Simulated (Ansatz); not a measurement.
Relaxation of ClFH$_{6}$W (9 atoms, charge 0, multiplicity 1), to a largest force component of 0.03 eV/Å in at most 50 steps.

All numbers below come from Ansatz, RHF/def2-SVP.

```xyz
9
Properties=species:S:1:pos:R:3
W 0.062 -0.009 0.251
Cl 1.223 -0.566 2.242
H 1.100 -1.145 -0.383
H 1.020 0.718 -0.907
F -1.566 0.895 -0.006
H -0.691 -1.412 -0.171
H -0.141 -0.427 -1.325
H 0.515 2.525 1.626
H 0.791 1.965 1.971
```

Problem. Where does it end, and by what steps?

Solution. It converged. The force dipped under the threshold on the way, but the program's further checks kept it going. After 26 steps the energy has fallen by 0.508 eV; H9 moved furthest, 1.08 Å.

```tsv
step	energy less start (eV)	largest force component (eV/Å)	accepted
0	0.0000	1.201	yes
1	-0.0809	0.734	yes
2	-0.1100	0.146	yes
3	-0.1153	0.167	yes
4	-0.1198	0.055	yes
5	-0.1225	0.087	yes
6	-0.1245	0.112	yes
7	-0.1261	0.051	yes
8	-0.1273	0.049	yes
9	-0.1282	0.087	yes
10	-0.1293	0.422	yes
11	-0.1375	0.459	yes
12	-0.1736	0.631	yes
13	-0.2682	0.868	yes
14	-0.3761	0.846	yes
15	-0.4359	0.904	yes
16	-0.3982	1.161	no
17	-0.4996	0.274	yes
18	-0.5043	0.166	yes
19	-0.5034	0.463	no
20	-0.5069	0.141	yes
21	-0.5078	0.021	yes
22	-0.5078	0.059	no
23	-0.5079	0.005	yes
24	-0.5081	0.043	yes
25	-0.5082	0.031	yes
26	-0.5082	0.009	yes
```

```xyz
9
Properties=species:S:1:pos:R:3
W 0.183 -0.312 0.061
Cl 1.497 -0.878 1.876
H 0.424 -1.922 -0.233
H 1.137 0.776 -0.791
F -1.330 0.636 0.622
H -0.988 -1.154 -0.738
H 0.486 -0.677 -1.530
H 0.091 3.042 1.914
H 0.810 3.033 2.117
```

Whether the end is a true minimum wasn't checked by a vibrational analysis.

Time of the run: 56 s on 1 thread of Arm Neoverse V1 (shared host), peak memory 0.17 GiB.
